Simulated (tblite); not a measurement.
A tight-binding relaxation on `[SiH3]C/P=P\[H]`.

Computed with GFN2-xTB geometry optimisation, gas phase (tblite 0.8.0). Start geometry: from a force field or distance geometry. The command runs a driver script over a list of jobs; the input below is this job's line of settings and its coordinates in Å.

Command:
```bash
OMP_NUM_THREADS=1 python probes_run.py task.json out
```

Input:
```
{"job": {"kind": "relax", "xc": "GFN2-xTB", "basis": "xTB"}, "charge": 0, "multiplicity": 1}
Si    -1.269200     0.484900     0.213400
C     -0.151100    -0.805500    -0.469800
P      1.277300    -1.162300     0.711400
P      2.795500     0.136200     0.593600
H     -1.870000    -0.006700     1.492400
H     -0.620500     1.779500     0.485600
H     -2.399700     0.621800    -0.734400
H     -0.721800    -1.747800    -0.527600
H      0.309400    -0.499700    -1.425500
H      2.658800     1.204200    -0.361600
```

**Question.** Estimate the output.

**Answer.** 
```
step      E/eV     max force
  0    -324.39755    2.106
  1    -324.49897    0.712
  2    -324.53255    0.614
  3    -324.55877    0.544
  4    -324.58870    0.625
  5    -324.61292    0.545
  6    -324.62724    0.395
  7    -324.63768    0.377
  8    -324.64957    0.440
  9    -324.66499    0.428
... (25 lines left out)
 35    -324.73616    0.019
 36    -324.73619    0.018
 37    -324.73624    0.024
 38    -324.73629    0.022
 39    -324.73633    0.016
 40    -324.73635    0.011
 41    -324.73636    0.012
 42    -324.73638    0.012
 43    -324.73640    0.012
 44    -324.73641    0.009
```

«max force» is the largest atomic force in eV/Å.

**Question.** From which step on does the largest force stay under 0.1 eV/Å, and how much energy is left to gain from there?

**Answer.** From step 20 (0.089 eV/Å), 3.4 meV above the end.

In short: energy lowered by 7.8 kcal/mol over 44 steps; largest atomic force 0.009 eV/Å at the end.
Labels such as C1 count atoms from 1, the log's own numbers from 0.
